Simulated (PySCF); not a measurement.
## Telling isomers of C6H8ClNSi apart by NMR

Computed data (PySCF): PBE0/pcSseg-1 with gauge-including orbitals, structure optimised with GFN2-xTB. No relativistic terms, one conformer, gas phase, one averaged value for each set of equivalent atoms.

Referencing at the same level of theory: 1H and 13C vs TMS. Where no couplings were computed, multiplicities follow the n + 1 count of equivalent neighbours, and m marks all less simple cases (inequivalent or close neighbours, rings, F or P nearby). Shifts are as computed. Against solution values, carbons near 30 ppm lie about +3 ppm off and those near 130 ppm about +5 ppm; carbons on Cl a further +6 ppm. Of 1309 compounds with measured shifts, 239 miss one by over three times the rms of a fit or turn the order of signals round; such compounds aren't used in these exercises. Carbons bonded to Cl come out too deshielded.

(1) Tabulate the signals of `C=C[Si@](Cl)(C#CC)N=C`, `ClC[SiH2]c1ccccn1` and their relative energies.

(2) What is the quickest way to tell C=C[Si@](Cl)(C#CC)N=C from ClC[SiH2]c1ccccn1?

Answers

(1) 
```tsv
SMILES	carbon types	δC	δH	E rel. (kcal/mol)
C=C[Si@](Cl)(C#CC)N=C	2×C 1×CH 2×CH2 1×CH3	174.8, 142.1, 141.6, 113.5, 82.8, 5.7	8.79 (m, 1H), 8.79 (m, 1H), 6.43 (m, 1H), 6.24 (m, 1H), 5.91 (m, 1H), 2.08 (s, 3H)	11.9
ClC[SiH2]c1ccccn1	1×C 4×CH 1×CH2	167.3, 155.5, 139.9, 136.3, 128.7, 29.6	8.97 (d, 1H), 7.89 (m, 1H), 7.70 (d, 1H), 7.38 (m, 1H), 4.83 (t, 2H), 3.65 (t, 2H)	0.0
```

Energies are electronic energies at PBE0/pcSseg-1 on these geometries, without zero-point or thermal terms, each for the one conformer computed, which needn't be the lowest.

(2) Both give the same number of carbon signals, but DEPT or the intensities differ. The first has a C=N carbon (CH2) at 174.8 ppm, the second an sp3 CH2 bonded to Cl and Si at 29.6 ppm. Their most deshielded carbons lie at 174.8 and 167.3 ppm.
